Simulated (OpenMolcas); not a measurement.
A calculation on Sb IV.

```yaml
Program: OpenMolcas 26.06
Method: CASSCF
Basis: ANO-RCC-VQZP [8s7p5d3f2g]
Scalar_Hamiltonian: DKH2, point nucleus
Active_space: 2 electrons in 4 orbitals (5s 5p)
State_averaging: 2S+1 = 3 even, 3 roots; 2S+1 = 1 even, 7 roots; 2S+1 = 3 odd, 3 roots; 2S+1 = 1 odd, 3 roots
Spin-orbit_coupling: RASSI with atomic mean-field integrals over the reference wave functions, term energies averaged over their components
```

Question: Which level of the active space comes out lowest?

Answer: 5s² ¹S₀, with 100 % of that term; it is also the measured ground level.

Question: How high does 5p² ³P₁ lie?

Answer: 152674 cm⁻¹ above the lowest level; measured 156388 cm⁻¹ above the ground level, so the calculation is off by -2 %.

Question: How high does 5p² ³P₂ lie?

Answer: 156004 cm⁻¹ above the lowest level; measured 163524 cm⁻¹ above the ground level, so the calculation is off by -5 %.

Question: How high does 5s 5p ³P°₁ lie?

Answer: 61918 cm⁻¹ above the lowest level; measured 66700 cm⁻¹ above the ground level, so the calculation is off by -7 %.

Question: The level at 166554 cm⁻¹ has J = 2. What is it made of, and what is its g factor?

Answer: 91 % 5p² ¹D₂, 9 % 5p² ³P; g = 1.046, against 1.000 from Landé's formula for the pure leading term.

Measured values: Moore, Atomic Energy Levels, vol. III, NSRDS-NBS 35 (1971 reprint of NBS Circular 467, 1958).

Some levels mix across a computed gap that differs much from the measured one, so their mixing is not that of the real levels. The ¹D term of p² mixes with s d, which this space lacks. Measured partners are found by configuration, term and J. A level has none where our copy of the source lacks it or the pairing is in doubt (some pairs that miss far off the trend of their configuration count as doubtful), and it then counts in no deviation. Only configurations of the active space appear.

° marks odd parity.
